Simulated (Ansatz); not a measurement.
In(pzH)Cl3 (C3H4Cl3InN2). The state is a singlet with charge 0. Geometry PBE-D4/def2-SVP; atoms count from 1.

```
atom   x (Å)   y (Å)   z (Å)
 In1   2.294  -0.763   0.319
  N2   0.143  -0.164  -0.129
  C3  -0.788  -0.485  -1.045
  C4  -1.972   0.238  -0.796
  C5  -1.689   1.015   0.333
  N6  -0.416   0.740   0.694
  H7  -0.559  -1.215  -1.831
  H8  -2.909   0.203  -1.359
  H9  -2.297   1.733   0.894
 H10   0.183   1.094   1.466
Cl11   2.185  -3.065   0.831
Cl12   2.309   0.752   2.204
Cl13   3.517  -0.081  -1.582
```

In the def2 sets In takes a core potential; there is no spin–orbit coupling.

(1) Estimate the Mulliken populations from the PBE0/def2-TZVP orbitals of Ansatz.

(2) And the Mayer bond orders between heavy atoms (over 0.3)?

## Answers

(1) 
```tsv
atom	charge (e)
In1	0.96
N2	-0.16
C3	-0.08
C4	-0.12
C5	-0.09
N6	-0.05
H7	0.17
H8	0.16
H9	0.17
H10	0.26
Cl11	-0.39
Cl12	-0.44
Cl13	-0.39
```
Mulliken values depend strongly on the basis.

(2) In1–N2 0.43 (2.28 Å); In1–Cl11 0.95 (2.36 Å); In1–Cl12 0.79 (2.42 Å); In1–Cl13 0.95 (2.36 Å); N2–C3 1.45 (1.35 Å); N2–N6 1.10 (1.34 Å); C3–C4 1.41 (1.41 Å); C4–C5 1.50 (1.40 Å); C5–N6 1.34 (1.35 Å).
